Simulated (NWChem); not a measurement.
System: H2 cation, doublet

Here is an NWChem input.

```
start job
memory heap 200 mb stack 900 mb global 1100 mb
charge 1
geometry units angstroms noautosym nocenter noautoz
  H      0.000000     0.000000    -0.564879
  H      0.000000     0.000000     0.564879
end
basis spherical
  * library iglo-ii
end
dft
  odft
  mult 2
  xc xpbe96 cpbe96
  iterations 150
end
property
  hyperfine
end
task dft property
```

Geometry: optimised at PBE-D3(BJ)/def2-SVP, spin-unrestricted. No stability test was run on the SCF state.

Fermi-contact couplings, non-relativistic, static geometry.

Atoms are numbered as in the input.

Question: Give the results of this calculation. (PBE/IGLO-II, spin-unrestricted, contact and dipolar terms.) Quantities: basis functions; A(iso) 1H atom 2 (MHz); <S²>.

Answer: 
```
Property                   Result
-------------------------  ------
number of basis functions      12
A(iso) 1H atom 2 (MHz)        898
<S²>                        0.750
```
